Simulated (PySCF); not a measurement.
PySCF 2.14 output of an unrestricted PBE0 calculation on a single atom or ion in aug-cc-pwCVTZ-DK with one added diffuse shell each of s, p, d, f, g type (11s10p8d5f4g, 152 functions), with the spin-free X2C one-electron Hamiltonian (Gaussian nucleus):

```
SCF conv_tol = 1e-09
number electrons alpha = 15  beta = 14
    C. Adamo and V. Barone.,  J. Chem. Phys. 110, 6158 (1999)
    M. Ernzerhof and G. E. Scuseria.,  J. Chem. Phys. 110, 5029 (1999)
cycle= 1 E= -1654.29625501203  delta_E= -0.00684  |g|= 0.234  |ddm|= 0.25
cycle= 2 E= -1654.26246133128  delta_E= 0.0338  |g|= 0.59  |ddm|= 0.209
cycle= 3 E= -1654.30478237635  delta_E= -0.0423  |g|= 0.0553  |ddm|= 0.14
cycle= 4 E= -1654.30525219962  delta_E= -0.00047  |g|= 0.000938  |ddm|= 0.0148
cycle= 5 E= -1654.3052525348  delta_E= -3.35e-07  |g|= 0.000135  |ddm|= 0.00177
cycle= 6 E= -1654.30525259396  delta_E= -5.92e-08  |g|= 3.77e-05  |ddm|= 0.00117
cycle= 7 E= -1654.30525259897  delta_E= -5.01e-09  |g|= 1.16e-05  |ddm|= 0.000291
cycle= 8 E= -1654.30525259986  delta_E= -8.97e-10  |g|= 4.55e-06  |ddm|= 0.000143
converged SCF energy = -1654.30525259986  <S^2> = 0.75000549  2S+1 = 2.0000055
```

The run itself started from symmetry-adapted Hartree-Fock orbitals and held the occupation by maximum overlap, on a logarithmic radial grid, so the iterations belong to that start.

Task: Which element, charge and spin multiplicity is this?

Result: Cu (copper, neutral), multiplicity 2; the state was [Ar] 3d10 4d1, 2D determinant (an excited configuration).

The outer electron is Rydberg-like, and this basis confines it to a smaller radius and binds it less than a complete one would.
